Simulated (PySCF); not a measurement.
The numbers are results of r2SCAN-D4/def2-TZVP (PySCF), not measurements. Gas-phase values, no solvent. One relaxed conformer stands for a flexible species; it need not be the lowest. Excitations are Tamm–Dancoff values on a coarser integration grid. The basis has no diffuse functions, so Rydberg states are missing or too high.

Reference species (SMILES): `[OH][Sn]([OH])([OH])[OH]` (neutral, multiplicity 1).

* **HOMO**: -7.79 eV
* **T1 excitation (TDA)**: 5.00 eV
* **S1 oscillator strength**: 0.019
* **LUMO**: -2.40 eV

Changed species: `[OH][Sn]([OH])([OH])[Cl]` (3 of 4 Cl replaced by OH; the reference has 4 of 4 Cl replaced by OH).

Problem. What does the change do to the HOMO, T1 excitation (TDA), S1 oscillator strength and LUMO?

Solution. the HOMO drops by 0.21 eV, to -8.00 eV; the T1 excitation (TDA) falls by 0.13 eV, to 4.87 eV; the S1 oscillator strength decreases by 0.015, to 0.004; the LUMO falls by 0.41 eV, to -2.81 eV.
